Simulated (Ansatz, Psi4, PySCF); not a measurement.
C7H9O (SMILES Cc1ccc([OH2+])cc1), charge +1, singlet, at a GFN2-xTB geometry. Base run: PBE0/STO-3G run with PySCF.

Here is a job for PySCF.
```python
from pyscf import gto, scf, dft

mol = gto.M(
    atom='''
C     2.879518    0.205667    0.421664
C     1.408264    0.100958    0.215973
C     0.719878    1.099582   -0.471527
C    -0.644451    1.011042   -0.686288
C    -1.305231   -0.098103   -0.201796
O    -2.753556   -0.229070   -0.470449
C    -0.669329   -1.109292    0.485419
C     0.696326   -0.999149    0.688334
H     3.211872   -0.433855    1.233878
H     3.171359    1.231728    0.630316
H     3.397338   -0.104583   -0.486074
H     1.256117    1.958351   -0.843141
H    -1.167631    1.786954   -1.223692
H    -3.168758    0.655900   -0.554143
H    -3.182406   -0.777136    0.221166
H    -1.210949   -1.967912    0.851561
H     1.211656   -1.781116    1.223047
''',
    basis='sto-3g',
    charge=1,
    spin=0,
    verbose=4,
)

mf = dft.RKS(mol)
mf.xc = 'pbe0'
mf.kernel()
```

The same geometry, method and basis name were run in Ansatz (an electronic-structure program) and Psi4 and PySCF, at each program's defaults and at the settings that a row names. The base is PySCF at its defaults. Differences at the defaults can come from grids, fitting, cores and function types together.

```json
[
 {"code and settings": "PySCF, defaults (exact integrals, its default grid, spherical functions)", "ΔE vs base (µEh)": "0.0", "basis functions": "49", "E (Eh)": "-342.44703", "SCF cycles": "10"},
 {"code and settings": "Psi4, defaults (density fitting with its default set, its default grid, spherical functions)", "ΔE vs base (µEh)": "-2135", "basis functions": "49", "E (Eh)": "-342.44917", "SCF cycles": "8"},
 {"code and settings": "Ansatz, defaults (factorised integrals, its default grid, spherical functions)", "ΔE vs base (µEh)": "3.0", "basis functions": "49", "E (Eh)": "-342.44703", "SCF cycles": "-"},
 {"code and settings": "PySCF, density fitting with def2-universal-jkfit", "ΔE vs base (µEh)": "-2139", "basis functions": "49", "E (Eh)": "-342.44917", "SCF cycles": "10"},
 {"code and settings": "PySCF, fine grid", "ΔE vs base (µEh)": "-4.6", "basis functions": "49", "E (Eh)": "-342.44704", "SCF cycles": "10"},
 {"code and settings": "Psi4, exact integrals, spherical functions, fine grid", "ΔE vs base (µEh)": "-6.1", "basis functions": "49", "E (Eh)": "-342.44704", "SCF cycles": "12"},
 {"code and settings": "Ansatz, high accuracy", "ΔE vs base (µEh)": "-4.5", "basis functions": "49", "E (Eh)": "-342.44704", "SCF cycles": "-"}
]
```
